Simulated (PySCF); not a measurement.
## Excited states of Se⁴⁺ (selenium, charge +4)

Ground state [Ar] 3d10 4s2, ¹S. Computed with PySCF 2.14 in aug-cc-pwCVTZ-PP with one added diffuse shell each of s, d, f type with ECP10MDF (9s7p7d5f1g, 109 functions), with scalar relativity through the core potential. Vertical excitation energies in eV without spin-orbit coupling; excited terms of each kind are numbered among those the solver found. Frozen: nothing.

```csv
term,leading excitation,EOM-EE-CCSD
1 3P°,4s → p,11.554
1 1P°,4s → p,16.464
1 3D,4s → d,31.927
1 1D,4s → d,35.264
1 3S,4s → s,35.509
1 1S,4s → s,36.427
2 3P°,4s → p,40.571
2 1P°,4s → p,40.854
1 3F°,4s → f,44.703
1 1F°,4s → f,45.039
2 3D,4s → d,47.602
2 1D,4s → d,47.940
```

Doubly excited terms such as np² are absent. The solver can miss terms.
